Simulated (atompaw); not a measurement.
What one change does to a pseudopotential (Tc, PAW (atompaw))

```
Element                 : Tc (Z = 43)
Generator               : atompaw 4.2.0.5
Type                    : PAW
Functional              : PBE
Relativity              : scalar-relativistic
Frozen core             : [Ar] 3d10 4s2
Valence charge          : 13
Reference configuration : 4p6 4d5 5s0 5p0 (charge +2)
Partial waves           : 5s (bound, empty): rc 2.80 bohr; 5s channel at 0.85 Ry: rc 2.80 bohr; 4p (bound): rc 1.35 bohr; 5p (bound, empty): rc 2.80 bohr; 4d (bound): rc 1.75 bohr; 4d channel at -0.15 Ry: rc 1.75 bohr
Local potential         : troulliermartins scheme with l = 3 at 0 Ry, radius 2.05 bohr
Core correction         : smooth core density matched at 1.60 bohr
Augmentation charge     : besselshape compensation charge, radius 2.50 bohr; PAW radius 2.80 bohr; waves and projectors: custom rrkj gramschmidtortho
```

Change: all radii scaled by about 1.20 (s 3.36, p 1.62, d 2.10 bohr); local potential troulliermartins scheme with l = 3 at 0 Ry, radius 2.46 bohr; augmentation besselshape compensation charge, radius 3.00 bohr; PAW radius 3.36 bohr; waves and projectors: custom rrkj gramschmidtortho; core correction smooth core density matched at 1.92 bohr.

Cutoffs: the cutoffs (Ry, on a coarse ladder) from which the occupation-weighted sum of valence levels, in a spherical-Bessel basis at the reference potential, stays within 10 and 1 mRy of its value at 400 Ry; they do not see the model core or the augmentation charge, which bear on the density cutoff.

Problem. What does the change do?

Solution. The potential gets softer (45 Ry and 80 Ry → 30 Ry and 55 Ry); both files keep a bound ghost (s). A larger radius leaves more room for a smooth pseudo-wave, so fewer plane waves are needed.

| quantity | base | changed |
| --- | --- | --- |
| cutoff, loose | 45 Ry | 30 Ry |
| cutoff, tight | 80 Ry | 55 Ry |
| loose cutoff by channel (10 mRy a level) | p 35 Ry, d 30 Ry | p 25 Ry, d 18 Ry |
| bound ghosts | s | s |
| lowest overlap eigenvalue by channel | s 0.14, p 0.41, d 0.27 | s 0.16, p 0.45, d 0.44 |

 A true bound ghost makes a file unfit for plane-wave use even where its test errors are small: the radial tests pick states by their node count and pass the ghost by. The cutoffs see the waves, projectors and local potential, not the compensation charge or the core.
